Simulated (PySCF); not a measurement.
A GIAO shielding run with PySCF 2.14.0 with density-fitted response routines (density fitting, non-relativistic, gas phase) on `CC[Si@H]1C(=O)C=C1SC`, C$_{6}$H$_{10}$OSSi:

```
$ OMP_NUM_THREADS=1 python probes_run.py task.json out

{"job": {"kind": "nmr", "xc": "PBE0", "basis": "pcSseg-1"}, "charge": 0, "multiplicity": 1}
C     -2.648274     1.347585    -0.126280
C     -2.311489    -0.128838    -0.322803
Si    -0.922622    -0.715982     0.831793
C      0.181092    -2.253776     0.361232
O      0.064900    -3.456276     0.304930
C      1.328254    -1.398867     0.082559
C      0.844020    -0.153853     0.332672
S      1.620788     1.371560     0.222906
C      3.307098     0.919166    -0.293531
H     -2.988705     1.532626     0.889233
H     -3.436129     1.655617    -0.811036
H     -1.774462     1.968187    -0.308552
H     -3.207676    -0.725801    -0.148352
H     -2.025283    -0.293809    -1.363480
H     -1.230534    -0.480863     2.243735
H      2.306621    -1.715245    -0.239406
H      3.874241     1.842320    -0.351602
H      3.267741     0.438755    -1.266316
H      3.740615     0.256746     0.449251
```

Hardware: 1 thread of an Arm Neoverse V1, shared host. The job also computes population analyses, field gradients, ring-centre shieldings.

Q: How large is the calculation?

A: 84 electrons, 217 basis functions and 1169 auxiliary functions.

Q: How long does it take, and how much memory does it need?

A: 59 s of wall time, with 15 SCF cycles and 5 response iterations; peak memory 1 GiB. Times on a shared host scatter by some tens of per cent.
